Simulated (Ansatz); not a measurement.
Nudged elastic band run: CH$_{5}$NSSi

The input (input.yaml):

```yaml
crystal:
  periodic: [false, false, false]
  atoms:
    - { symbol: "N", position_ang: [-0.115902, 0.860218, -1.592699] }
    - { symbol: C, position_ang: [-0.411914, 0.271698, -0.504016] }
    - { symbol: Si, position_ang: [1.080508, -0.314697, 0.540158] }
    - { symbol: S, position_ang: [-2.106767, 0.005198, 0.05074] }
    - { symbol: H, position_ang: [-0.934294, 1.171164, -2.133849] }
    - { symbol: H, position_ang: [1.88242, 0.873511, 0.938652] }
    - { symbol: H, position_ang: [1.905205, -1.241615, -0.280206] }
    - { symbol: H, position_ang: [0.606654, -1.024214, 1.765693] }
    - { symbol: H, position_ang: [-1.81731, -0.647562, 1.198427] }
basis:
  gaussian: { orbitals: def2-SVP }
hamiltonian:
  xc: b3lyp
neb:
  order_check: false
  images: 7
  f_tol: 0.03
  max_iterations: 44
  final_atoms:
    - { symbol: "N", position_ang: [-0.27307828, 0.10025563, -1.78930734] }
    - { symbol: C, position_ang: [-0.4350064, 0.165219, -0.5288175] }
    - { symbol: Si, position_ang: [1.06043979, -0.41497592, 0.51411509] }
    - { symbol: S, position_ang: [-1.94701264, 0.76881742, 0.24578949] }
    - { symbol: H, position_ang: [-1.08614122, 0.42218255, -2.33227719] }
    - { symbol: H, position_ang: [0.7382741, -0.33711716, 1.97007531] }
    - { symbol: H, position_ang: [2.21896055, 0.47031237, 0.21877769] }
    - { symbol: H, position_ang: [1.38010376, -1.82161024, 0.15220394] }
    - { symbol: H, position_ang: [-1.56793965, 0.60061735, 1.53234052] }
  initial_path:
    images:
      - { positions_ang: [[-0.115902, 0.860218, -1.592699], [-0.411914, 0.271698, -0.504016], [1.080508, -0.314697, 0.540158], [-2.106767, 0.005198, 0.05074], [-0.934294, 1.171164, -2.133849], [1.88242, 0.873511, 0.938652], [1.905205, -1.241615, -0.280206], [0.606654, -1.024214, 1.765693], [-1.81731, -0.647562, 1.198427]] }
      - { positions_ang: [[-0.13810666, 0.74907613, -1.64330842], [-0.40740552, 0.25783219, -0.51689531], [1.06430452, -0.32823702, 0.52512813], [-2.05500139, 0.11588051, 0.06996827], [-0.99027422, 1.06868838, -2.14916699], [1.74107977, 0.79459902, 1.11662595], [2.00890939, -1.06415093, -0.27876431], [0.64666766, -1.18623373, 1.60117036], [-1.78157356, -0.45375354, 1.25814231]] }
      - { positions_ang: [[-0.16031131, 0.63793425, -1.69391783], [-0.40289705, 0.24396638, -0.52977462], [1.04810103, -0.34177705, 0.51009827], [-2.00323577, 0.22656302, 0.08919654], [-1.04625443, 0.96621275, -2.16448497], [1.59973954, 0.71568704, 1.29459991], [2.11261377, -0.88668685, -0.27732262], [0.68668132, -1.34825346, 1.43664772], [-1.74583711, -0.25994509, 1.31785761]] }
      - { positions_ang: [[-0.18251597, 0.52679238, -1.74452725], [-0.39838857, 0.23010057, -0.54265393], [1.03189755, -0.35531707, 0.4950684], [-1.95147016, 0.33724553, 0.10842481], [-1.10223465, 0.86373713, -2.17980296], [1.45839931, 0.63677506, 1.47257386], [2.21631816, -0.70922278, -0.27588093], [0.72669498, -1.51027319, 1.27212509], [-1.71010067, -0.06613663, 1.37757292]] }
      - { positions_ang: [[-0.20472062, 0.41565051, -1.79513667], [-0.39388009, 0.21623476, -0.55553325], [1.01569406, -0.3688571, 0.48003854], [-1.89970454, 0.44792804, 0.12765307], [-1.15821486, 0.76126151, -2.19512095], [1.31705909, 0.55786308, 1.65054782], [2.32002255, -0.53175871, -0.27443924], [0.76670865, -1.67229292, 1.10760245], [-1.67436422, 0.12767182, 1.43728822]] }
      - { positions_ang: [[-0.22181004, 0.33680179, -1.79367934], [-0.40416167, 0.20348082, -0.54885431], [1.02688049, -0.38038681, 0.48855768], [-1.91153157, 0.52815039, 0.15718718], [-1.14019645, 0.67649177, -2.22941001], [1.17236284, 0.33411802, 1.73042969], [2.29475705, -0.28124094, -0.15113501], [0.92005742, -1.70962225, 0.86875282], [-1.64775808, 0.2459082, 1.4610513]] }
      - { positions_ang: [[-0.23889945, 0.25795307, -1.79222201], [-0.41444325, 0.19072688, -0.54217537], [1.03806693, -0.39191651, 0.49707681], [-1.92335859, 0.60837273, 0.18672128], [-1.12217804, 0.59172203, -2.26369907], [1.02766659, 0.11037296, 1.81031156], [2.26949155, -0.03072317, -0.02783078], [1.0734062, -1.74695158, 0.6299032], [-1.62115194, 0.36414458, 1.48481437]] }
      - { positions_ang: [[-0.25598887, 0.17910435, -1.79076468], [-0.42472482, 0.17797294, -0.53549643], [1.04925336, -0.40344622, 0.50559595], [-1.93518562, 0.68859508, 0.21625538], [-1.10415963, 0.50695229, -2.29798813], [0.88297035, -0.1133721, 1.89019343], [2.24422605, 0.2197946, 0.09547345], [1.22675498, -1.78428091, 0.39105357], [-1.5945458, 0.48238097, 1.50857744]] }
      - { positions_ang: [[-0.27307828, 0.10025563, -1.78930734], [-0.4350064, 0.165219, -0.5288175], [1.06043979, -0.41497592, 0.51411509], [-1.94701264, 0.76881742, 0.24578949], [-1.08614122, 0.42218255, -2.33227719], [0.7382741, -0.33711716, 1.97007531], [2.21896055, 0.47031237, 0.21877769], [1.38010376, -1.82161024, 0.15220394], [-1.56793965, 0.60061735, 1.53234052]] }
```

Command:

```bash
$ ansatz run input.yaml --threads 1 --pin off --max-ram 2048MiB --backend cpu --events-out ev --progress --plain --runs-dir out
```

Output, in part (warnings, iteration lines, the closing report on the highest movable image, with atoms numbered from 0):

```
NEB end point (image 0): max|allowed force component| = 3.462e-3 eV/Å (the criterion of neb.relax_end_points is 1.000e-2)
NEB end point (image 8): max|allowed force component| = 1.155e-2 eV/Å (the criterion of neb.relax_end_points is 1.000e-2)
NEB iter   1: max|band force component| = 3.153e0 eV/Å  barrier→ = 0.5270 eV  barrier← = 0.5270 eV  Δτ_max = 0.1153 Å  (242 SCF iters)
NEB iter   2: max|band force component| = 1.694e0 eV/Å  barrier→ = 0.1169 eV  barrier← = 0.1168 eV  Δτ_max = 0.1110 Å  (214 SCF iters)
NEB iter   3: max|band force component| = 1.004e0 eV/Å  barrier→ = 0.0875 eV  barrier← = 0.0875 eV  Δτ_max = 0.0988 Å  (209 SCF iters)
NEB iter   4: max|band force component| = 7.558e-1 eV/Å  barrier→ = 0.0146 eV  barrier← = 0.0145 eV  Δτ_max = 0.0256 Å  (209 SCF iters)
NEB iter   5: max|band force component| = 2.819e-1 eV/Å  barrier→ = 0.0047 eV  barrier← = 0.0047 eV  CI = image 4  Δτ_max = 0.0238 Å  (200 SCF iters)
NEB iter   6: max|band force component| = 6.824e-2 eV/Å  barrier→ = 0.0027 eV  barrier← = 0.0027 eV  CI = image 4  Δτ_max = 0.0132 Å  (190 SCF iters)
NEB iter   7: max|band force component| = 2.361e-2 eV/Å  barrier→ = 0.0023 eV  barrier← = 0.0022 eV  CI = image 4  Δτ_max = 0.0000 Å  (368 SCF iters)
Total energy: -21313.85848271 eV, -783.2698521875 hartree
Atom 0 at    -0.195009     0.422006    -1.796035 Å, force    -0.016410     0.003849     0.005018 eV/Å
Atom 1 at    -0.395529     0.215730    -0.556753 Å, force     0.008747    -0.006071     0.013740 eV/Å
Atom 2 at     1.071257    -0.385762     0.510104 Å, force     0.001347    -0.000602    -0.002239 eV/Å
Atom 3 at    -2.005102     0.458483     0.233116 Å, force     0.005714     0.000843    -0.010683 eV/Å
Atom 4 at    -1.036871     0.740831    -2.296334 Å, force     0.000490     0.001299    -0.009923 eV/Å
Atom 5 at     1.281294     0.579182     1.629202 Å, force    -0.001831     0.001511     0.000134 eV/Å
Atom 6 at     2.287351    -0.486747    -0.335281 Å, force     0.001374    -0.000698     0.002866 eV/Å
Atom 7 at     0.724819    -1.711175     1.102264 Å, force    -0.001670     0.000127    -0.001808 eV/Å
Atom 8 at    -1.643610     0.121153     1.492618 Å, force     0.002239    -0.000259     0.002896 eV/Å
Dipole moment:    -0.104304    -0.031097     0.286867 e Å
```

It converged. The top lies less than 8 meV above the higher end, about what the thresholds resolve: that end is a shoulder or a very shallow well. A vibrational analysis at the climbing image gives one clearly imaginary mode, 71i cm⁻¹: a first-order saddle point.

Final band (atoms are numbered from 1 in the order of the input):

| image | path coordinate (Å) | energy (eV) | dihedral S4–C2–Si3–H7 (°) |
| --- | --- | --- | --- |
| 0 | 0.00 | 0.000 | 122 |
| 1 | 0.51 | -0.002 | 140 |
| 2 | 1.02 | -0.002 | 156 |
| 3 | 1.53 | 0.000 | 170 |
| 4 | 2.05 | 0.002 | -179 |
| 5 | 2.56 | 0.000 | -167 |
| 6 | 3.08 | -0.002 | -153 |
| 7 | 3.60 | -0.001 | -136 |
| 8 | 4.11 | 0.000 | -117 |

The run took 3 min on 1 thread of Arm Neoverse V2, on a shared host, peak memory 0.18 GiB.
